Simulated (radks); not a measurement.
The numbers below are computed, except where a source is named.
Question: Radial electron density D(r) = 4 pi r^2 rho(r) of an atom or ion with 4 electrons. Code: a radial shooting solver on a logarithmic mesh with Libxc functionals. Model: scalar-relativistic Kohn-Sham, PBE, spin-unpolarised, spherical densities, point nucleus.

r (bohr)  D(r) (e/bohr)
0.006908         0.1751
0.007665         0.2129
0.008437         0.2547
0.009287         0.3043
0.01031          0.3685
0.01134          0.4389
0.01249          0.5220
0.01385          0.6285
0.01525          0.7444
0.01679          0.8798
0.01863           1.051
0.0205            1.236
0.02275           1.467
0.02504           1.713
0.02757           1.993
0.03059           2.337
0.03367           2.694
0.03706           3.091
0.04113           3.565
0.04527           4.041
0.04983           4.551
0.05529           5.133
0.06086           5.689
0.067             6.249
0.07434           6.843
0.08183           7.357
0.09007           7.817
0.09995           8.225
0.11              8.491
0.1211            8.627
0.1344            8.605
0.1479            8.412
0.1641            8.012
0.1807            7.475
0.1989            6.797
0.2207            5.944
0.2429            5.096
0.2674            4.248
0.2967            3.392
0.3266            2.719
0.3595            2.198
0.3989            1.835
0.4391            1.686
0.4833            1.698
0.5363            1.847
0.5903            2.048
0.6498            2.246
0.721             2.392
0.7936            2.418
0.8736            2.317
0.9694            2.073
1.067             1.755
1.184             1.361
1.303             1.002
1.435            0.6854
1.592            0.4157
1.752            0.2396
1.929            0.1256
2.14            0.05549
2.356           0.02316
2.593          0.008529
2.877          0.002475
3.167         0.0006757

What is the nuclear charge?

Answer: Z = 8. The innermost maximum, from 1s, lies near gamma/Z bohr with gamma = sqrt(1 - (Z/c)^2) = 0.998, here 0.125 bohr (found: 0.126), and its height grows with Z. The density is that of the oxygen ion O4+ in [He] 2s2; the configuration itself is not fixed sharply by these data. D(r) has 2 maxima, at r = 0.126, 0.775 bohr, and minima at 0.457 bohr, inside which lie 2.07 electrons.
